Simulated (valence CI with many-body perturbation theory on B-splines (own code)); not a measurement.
Results of a calculation; reference values are marked as such.
# Sensitivity of CI+MBPT for Cd²⁷⁺

Level of theory: relativistic CI+MBPT: three valence electrons over a frozen Dirac-Fock core [Ar], a basis of 6 s, 6 p, 5 d, 5 f, 1 g functions for each j, with the one-electron correlation potential Σ1, the two-electron term Σ2, the three-electron term Σ3, Breit, model QED; selected CI, second order for the rest, scaled by the run's own slope (own B-spline code, finite nucleus).

The last digits are not significant, and no measured levels were compared; by estimate large intervals hold to a few tenths of a per cent, small ones and those within an open d or f shell to about a per cent. Only levels of the ground parity were solved; by the run's estimate the other parity begins above the list, which can be wrong where configurations are misplaced.

The reference run has the lowest level 3d3 4F_3/2 and an ionisation energy of 1477.71 eV. Its largest variational space holds 2233 state functions.

Names give the largest LS component (configuration and term), which can be under half, so a name can repeat, a term be missing and a line seem to break the LS rules; names also repeat where a configuration has a term twice. Letters in brackets count levels of one name in rising energy.

| Level | Reference (cm⁻¹) | Shift (cm⁻¹) |
| --- | --- | --- |
| 3d3 4F_5/2 | 41660 | -19 |
| 3d3 4F_7/2 | 70639 | +27 |
| 3d3 4P_3/2 | 85320 | -39 |
| 3d3 4F_9/2 | 86533 | +152 |
| 3d3 4P_1/2 | 99720 | -113 |
| 3d3 2G_7/2 | 136364 | +269 |
| 3d3 2H_9/2 | 143097 | +263 |
| 3d3 4P_5/2 | 147061 | -100 |
| 3d3 2D_3/2 [a] | 166339 | +63 |
| 3d3 2P_1/2 | 176663 | +27 |
| 3d3 2H_11/2 | 188137 | +458 |
| 3d3 2D_5/2 [a] | 202366 | +154 |

The ionisation energy moves by +0.07 eV.

(1) Which of these changes was made?
A. Breit term on → off; QED terms on → off
B. size limit of the variational space 10000 → 3000; averaging of valence orbitals over low configurations on → off
C. logarithmic knot step 0.27 → 0.8
D. orbitals per symmetry with explicit Σ2 and valence Breit (the others get mean screening factors) 5 → 2

## Answers

(1) D. orbitals per symmetry with explicit Σ2 and valence Breit (the others get mean screening factors) 5 → 2.
